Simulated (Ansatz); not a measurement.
System: SeO3, charge 0, multiplicity 1. SMILES: [Se+2]([O-])(=O)[O-]
Geometry: optimised at B3LYP-D3(BJ)/def2-TZVP (Ansatz, an electronic-structure program).

Computed values are from Ansatz. Valence correlation only, unless marked. UHF or UKS for open shells. No spin-orbit coupling. The frozen core is the preceding noble-gas configuration, with the filled d and f shells of earlier blocks. Non-relativistic. CBS marks a two-point X^-3 extrapolation of the correlation energy; Hartree-Fock from the larger set. [CCSD(T)-MP2]/basis is that difference in the basis named.

Question: What is the dipole moment at CCSD(T)/aug-cc-pVDZ?

Answer: 0.00 D.

Question: What is the total energy at RI-MP2/CBS(aug-cc-pVTZ,aug-cc-pVQZ)+[CCSD(T)-MP2]/aug-cc-pVTZ?

Answer: -2625.4541 Eh.

Question: What is the T1 diagnostic at CCSD/aug-cc-pVTZ?

Answer: 0.025.

Question: What is the atomisation energy De at RI-MP2/CBS(aug-cc-pVTZ,aug-cc-pVQZ)+[CCSD(T)-MP2]/aug-cc-pVTZ?

Answer: 264.6 kcal/mol.
